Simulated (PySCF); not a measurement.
H₆NSi₂, SMILES [SiH2]N[SiH3] (connectivity only; charge and spin as stated), charge +1, multiplicity 1. Atoms are numbered in the order given.

```xyz
9

Si     0.1528     1.5936     0.0000
N     -0.6013     0.1194     0.0000
Si     0.1326    -1.5692     0.0000
H      1.6215     1.6067     0.0000
H     -0.6642     2.8155     0.0000
H     -1.6291     0.1364     0.0000
H     -0.3506    -2.2184     1.2348
H      1.5862    -1.3000     0.0000
H     -0.3506    -2.2184    -1.2348
```
Charge +1, spin multiplicity 1.

Geometry optimised at TPSSh-D3(BJ)/def2-SVP. The multiplicity is an assumed one; other spin states were not compared. The isomer is the one that the SMILES or the coordinates give; other isomers of the formula were not compared.

Two levels are set side by side: PBE/pcSseg-1 (PySCF) and KT2/pcSseg-1 (PySCF). GIAO shifts against NH3 (¹⁵N), TMS (²⁹Si), TMS (¹H) at the same level; non-relativistic, no solvent, atoms listed together averaged. Differences are taken from unrounded values.

| quantity | KT2 |
|---|---|
| δ(²⁹Si) of Si1 (ppm) | 143.0 |
| δ(¹⁵N) of N2 (ppm) | 168.2 |
| δ(²⁹Si) of Si3 (ppm) | -18.5 |
| δ(¹H) of H6 (ppm) | 7.33 |

Question: What does PBE give, and how far is it from KT2? (An estimate is asked for; the answer gives what the named calculation found.)

Answer: 
```tsv
quantity	PBE	PBE minus KT2
δ(²⁹Si) of Si1 (ppm)	153.0	10.0
δ(¹⁵N) of N2 (ppm)	175.1	6.9
δ(²⁹Si) of Si3 (ppm)	-22.0	-3.5
δ(¹H) of H6 (ppm)	7.31	-0.02
```

Rough cost on one machine, each run with all the roots and properties that it gave: KT2 against PBE within a factor of 2.
